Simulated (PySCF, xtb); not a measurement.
C3H8O2Si, SMILES C[SiH2]OC(C)=O. One conformer was computed; it need not be the lowest.

Harmonic wavenumbers (cm⁻¹) from GFN2-xTB run with xtb at its own minimum, in rising order: 49, 64, 79, 107, 129, 223, 352, 464, 567, 585, 625, 705, 728, 759, 785, 828, 845, 963, 1003, 1010, 1224, 1363, 1367, 1444, 1445, 1472, 1477, 1769, 2281, 2303, 3020, 3030, 3033, 3036, 3053, 3065.

Question: What does PBE-D3(BJ)/def2-SVP (PySCF 2.14.0) give at its own minimum? (The exact figures need the calculation; the answer reports its results.)

Answer: 72, 97, 109, 142, 161, 233, 364, 485, 572, 587, 660, 697, 736, 762, 854, 888, 926, 935, 977, 1009, 1211, 1250, 1332, 1373, 1386, 1391, 1395, 1762, 2188, 2193, 2981, 2993, 3077, 3078, 3101, 3127. Paired by order, the mean absolute difference is 41 cm⁻¹ and the zero-point energies are 64.7 and 64.5 kcal/mol.
